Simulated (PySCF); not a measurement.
Species: C₅H₆F₂.
Numbering: `[CH2:1]=[CH:2][C@H:3]([F:4])[C:5](=[CH2:6])[F:7]` (hydrogens: H8, H9 on C1; H10 on C2; H11 on C3; H12, H13 on C6)

Computed by this run: PySCF 2.14.0, PBE0-D3(BJ)/def2-SVP geometry optimisation, gas phase; density fitting, grid level 1; the optimiser is geomeTRIC in internal coordinates, started from a GFN2-xTB structure with every atom displaced at random (about 0.01 Å).

Step 0: E = -10695.4755 eV
```
atom  x, y, z in Å  |  force x, y, z in eV/Å
C1     -2.1569    0.0580    0.3284   -1.377   2.510   0.717
C2     -1.1727   -0.5000   -0.2967    1.798  -0.499  -1.446
C3     -0.0787    0.2628   -0.9768    1.217  -0.617   0.142
F4      0.3637   -0.3837   -2.1217   -0.459   0.044   0.358
C5      1.1214    0.3660   -0.0478   -1.061   1.341   0.807
C6      2.2465   -0.3032   -0.0909    0.596  -0.286   0.046
F7      0.9106    1.2769    0.9409   -0.132  -0.522  -0.666
H8     -2.9186   -0.4863    0.8228   -0.834  -0.857   0.673
H9     -2.2838    1.1608    0.3817    0.173  -0.493  -0.139
H10    -1.0527   -1.5715   -0.3187    0.101  -0.645  -0.046
H11    -0.3944    1.2684   -1.2542   -0.186   0.420  -0.030
H12     3.0347   -0.1518    0.6427    0.016   0.070   0.107
H13     2.3869   -1.0130   -0.8811    0.149  -0.467  -0.524
```

**Question.** Estimate the geometry and energy of step 1. (The exact step hangs on the optimiser's Hessian estimate; all steps are aligned on step 0, rigid shifts and turns removed.)

**Answer.** E = -10695.6123 eV, largest force 0.506 eV/Å
```
atom  x, y, z in Å  |  force x, y, z in eV/Å
C1     -2.1552    0.1208    0.3448    0.034  -0.240  -0.088
C2     -1.1799   -0.4913   -0.3276   -0.097   0.027   0.179
C3     -0.0401    0.2205   -0.9923   -0.191   0.140   0.066
F4      0.3630   -0.4834   -2.0948    0.105   0.050  -0.019
C5      1.1018    0.3634   -0.0198   -0.149  -0.450  -0.176
C6      2.2707   -0.2586   -0.1057   -0.021   0.145   0.057
F7      0.7422    1.1309    1.0045    0.202   0.194   0.089
H8     -2.9162   -0.4487    0.8905    0.070   0.071  -0.085
H9     -2.2171    1.2095    0.3861   -0.034   0.106   0.016
H10    -1.0969   -1.5843   -0.3458   -0.018   0.007  -0.017
H11    -0.3544    1.2373   -1.3017    0.034  -0.079  -0.027
H12     3.0393   -0.1317    0.6569    0.009  -0.012   0.024
H13     2.4489   -0.9015   -0.9666    0.056   0.039  -0.020
```

The energy changes by -0.1368 eV. The first-order estimate −F·Δx gives -0.3566 eV and the mean of the old and new forces, exact on a quadratic surface, -0.1396 eV. The step makes an angle of 78° with the force vector and moves no atom by more than 0.232 Å.

The cost below is that of the whole optimisation. Hardware: one thread of an Arm Neoverse V2, shared host. Cost: 57 s wall, 0.50 GiB resident at most.
